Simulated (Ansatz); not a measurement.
Cost and result for the atomization energy of `BN(C)[SiH2]N` (14 atoms, 13 bonds).

| atom | x (Å) | y (Å) | z (Å) |
| --- | --- | --- | --- |
| B1 | 0.781 | 0.167 | -1.461 |
| N2 | 0.440 | -0.317 | -0.201 |
| C3 | 1.148 | -1.439 | 0.404 |
| Si4 | -0.851 | 0.341 | 0.801 |
| N5 | -1.719 | 1.654 | 0.153 |
| H6 | 1.679 | -0.351 | -2.067 |
| H7 | 0.176 | 1.091 | -1.926 |
| H8 | 0.466 | -2.272 | 0.609 |
| H9 | 1.930 | -1.791 | -0.268 |
| H10 | 1.612 | -1.149 | 1.353 |
| H11 | -0.219 | 0.774 | 2.075 |
| H12 | -1.799 | -0.775 | 1.055 |
| H13 | -2.360 | 1.506 | -0.610 |
| H14 | -1.284 | 2.560 | 0.082 |

Total charge 0; spin multiplicity 1. All single points use the PBE0-D4/def2-TZVP geometry. It is one conformer, not always the lowest. Program: Ansatz. All runs use 4 threads of an Arm Neoverse V2 on a shared host. Times are those of one run each, without the atoms' runs, and a repeat can differ threefold. Electronic energies, without spin–orbit coupling; frozen cores. CCSD(T)/CBS adds CCSD(T) − MP2 in def2-TZVPP to the MP2 limit, and its time is that of the two runs behind it. T1 = 0.012. B3LYP takes the VWN-RPA correlation (the form of Gaussian; ORCA's B3LYP/G).

CCSD(T)/CBS is a level of theory with its own doubt, some kJ/mol a heavy atom from the limit and from the frozen cores, so smaller differences don't rank the functionals.

```csv
level,functions,wall time
PBE-D4/def2-TZVPP (with forces),292,2.9 s
PBE0-D4/def2-TZVPP,292,3 s
r2SCAN-D4/def2-TZVPP (with forces),292,5 s
B3LYP-D4/def2-TZVPP (with forces),292,5.5 s
B2PLYP/def2-TZVPP,292,6 s
ωB97X-V/def2-TZVPP,292,8.5 s
ωB97M-V/def2-TZVPP (with forces),292,12 s
MP2/def2-QZVPP,568,34 s
CCSD(T)/def2-TZVPP,292,3.9 min
CCSD(T)/CBS(def2),–,4.5 min
```

Task: What atomization energy does each give, and how far from CCSD(T)/CBS? (Best estimate.)

Result: Computed: 
```json
{"level": "PBE-D4/def2-TZVPP (with forces)", "atomization (kcal/mol)": "1220.7", "difference from CCSD(T)/CBS": "15.8", "per bond": "1.2"}
{"level": "PBE0-D4/def2-TZVPP", "atomization (kcal/mol)": "1204.5", "difference from CCSD(T)/CBS": "-0.4", "per bond": "0.0"}
{"level": "r2SCAN-D4/def2-TZVPP (with forces)", "atomization (kcal/mol)": "1203.9", "difference from CCSD(T)/CBS": "-1.0", "per bond": "-0.1"}
{"level": "B3LYP-D4/def2-TZVPP (with forces)", "atomization (kcal/mol)": "1213.6", "difference from CCSD(T)/CBS": "8.7", "per bond": "0.7"}
{"level": "B2PLYP/def2-TZVPP", "atomization (kcal/mol)": "1196.7", "difference from CCSD(T)/CBS": "-8.2", "per bond": "-0.6"}
{"level": "ωB97X-V/def2-TZVPP", "atomization (kcal/mol)": "1212.6", "difference from CCSD(T)/CBS": "7.7", "per bond": "0.6"}
{"level": "ωB97M-V/def2-TZVPP (with forces)", "atomization (kcal/mol)": "1213.0", "difference from CCSD(T)/CBS": "8.1", "per bond": "0.6"}
{"level": "MP2/def2-QZVPP", "atomization (kcal/mol)": "1201.9", "difference from CCSD(T)/CBS": "-3.0", "per bond": "-0.2"}
{"level": "CCSD(T)/def2-TZVPP", "atomization (kcal/mol)": "1172.8", "difference from CCSD(T)/CBS": "-32.1", "per bond": "-2.5"}
{"level": "CCSD(T)/CBS(def2)", "atomization (kcal/mol)": "1204.9", "difference from CCSD(T)/CBS": "0.0", "per bond": "0.0"}
```

In def2-TZVPP, CCSD(T) changes the Hartree–Fock value by +289.2 kcal/mol (the triples alone add +14.8 kcal/mol) and MP2 by +299.1 kcal/mol; breaking electron pairs costs correlation energy, which Hartree–Fock lacks. The D4 term adds +10.9 kcal/mol with B3LYP and +5.8 kcal/mol with PBE0; it sums over pairs of atoms, weighted by their polarisabilities, and B3LYP, whose exchange is more repulsive, gets the larger term. From PBE to PBE0 (25 % exact exchange), in def2-TZVPP and without D4, the atomization energy moves by −15.1 kcal/mol: exact exchange takes away binding that semilocal exchange gives to molecules.
